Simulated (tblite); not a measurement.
C₄H₇N₃O.
Numbering: `[CH3:1][O:2][c:3]1[cH:4][n:5]([CH3:6])[n:7][n:8]1` (hydrogens: H9, H10, H11 on C1; H12 on C4; H13, H14, H15 on C6)

Computed geometry: GFN2-xTB, gas phase.

Question: List the bond lengths, angles and torsions at this level.

Answer: 
```csv
bond,length (Å)
C1–O2,1.415
O2–C3,1.342
C3–C4,1.386
C4–N5,1.355
N5–C6,1.432
N5–N7,1.319
N7–N8,1.287
C3–N8,1.347
"C1–H9, C1–H10, C1–H11",1.091
C4–H12,1.067
"C6–H13, C6–H14, C6–H15",1.090
```

Bonds in one row agree within 0.01 Å and their mean is given. A selection of angles:
```csv
angle,degrees
O2–C1–H9,110.8
O2–C1–H11,105.9
H9–C1–H10,108.6
C1–O2–C3,114.5
O2–C3–C4,127.1
O2–C3–N8,124.7
C4–C3–N8,108.2
C3–C4–N5,103.6
C3–C4–H12,132.5
N5–C4–H12,123.9
C4–N5–C6,128.1
C4–N5–N7,110.4
C6–N5–N7,121.5
N5–C6–H13,110.5
N5–C6–H14,110.4
N5–C6–H15,107.5
H13–C6–H14,109.1
N5–N7–N8,109.1
C3–N8–N7,108.8
```

Dihedral angles: C1–O2–C3–C4 -179° (antiperiplanar).

Of the pairs four or more bonds apart, N8···H9 is among the closest relative to their van der Waals radii: 2.66 Å, 97 % of the sum of Bondi's values. The C–N distances run from 1.347 Å (C3–N8, aromatic) to 1.432 Å (N5–C6, drawn single), a spread of 0.085 Å. The C–O distances run from 1.342 Å (O2–C3, drawn single) to 1.415 Å (C1–O2, drawn single), a spread of 0.073 Å. The 8 heavy atoms lie in one plane (0.005 Å rms). N5 (pyrrole-type nitrogen) is planar (angles 128.1°, 121.5° and 110.4°, sum 360.0°, 0.00 Å off the plane of its three neighbours). O2 (aryl ether oxygen) is bent (angle 114.5°). The N–N distances run from 1.287 Å (N7–N8, aromatic) to 1.319 Å (N5–N7, aromatic), a spread of 0.032 Å.

Point group: Cs (tolerance 0.08 Å). Its GFN2-xTB frequencies are all real (lowest 89 cm⁻¹). The numbers are those of one conformer. 2 starts were optimised and ended at 0.00 and 0.52 kcal/mol (GFN2-xTB); the lowest of these is shown.
